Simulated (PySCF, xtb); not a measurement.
[(E)-but-2-enyl]silane (C4H10Si), SMILES C/C=C/C[SiH3]. Other conformers were not sampled.

Harmonic wavenumbers (cm⁻¹) from GFN2-xTB (xtb 6.7.1) at its own minimum, in rising order: 66, 108, 135, 173, 275, 308, 466, 506, 558, 699, 765, 776, 790, 792, 803, 948, 1008, 1037, 1057, 1125, 1164, 1205, 1292, 1303, 1405, 1466, 1482, 1491, 1736, 2253, 2259, 2271, 2961, 2981, 2989, 3005, 3035, 3042, 3053.

Q: What does PBE-D3(BJ)/def2-SVP run with PySCF give at its own minimum? (The exact figures need the calculation; the answer reports its results.)

A: 67, 137, 139, 204, 274, 300, 455, 499, 593, 685, 780, 818, 886, 896, 911, 914, 960, 1011, 1033, 1075, 1132, 1149, 1272, 1272, 1344, 1372, 1398, 1410, 1696, 2150, 2162, 2171, 2952, 2968, 3017, 3030, 3048, 3055, 3065. Paired by order, the mean absolute difference is 41 cm⁻¹ and the zero-point energies are 75.5 and 74.8 kcal/mol.
